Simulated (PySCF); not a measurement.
NbOCl, SMILES [O]=[Nb][Cl] (connectivity only; charge and spin as stated), neutral, multiplicity 3.

Geometry: r2SCAN-D4/def2-TZVP. The multiplicity is an assumed one; other spin states were not compared. The def2 effective core potentials stand for the cores of Nb; spin–orbit coupling is left out.

These are B3LYP/def2-TZVPD (PySCF) values and carry that method's errors.

Isolated molecule, no solvent.

- total energy: -592.54744 hartree
- point group: Cs
- α spin, highest occupied and lowest empty level: -5.84 and -3.39 eV
- β spin, highest occupied and lowest empty level: -8.79 and -3.09 eV
- dipole moment: 4.13 D
- quadrupole, principal values (traceless, Buckingham form, about the centre of nuclear charge): -8.98, 1.52, 7.47 D·Å
- mean static polarisability: 74.5 bohr³ (11.04 Å³)
- polarisability, principal values: 66.4, 74.3, 82.7 bohr³
- ⟨S²⟩: 2.009 (pure state 2.00)
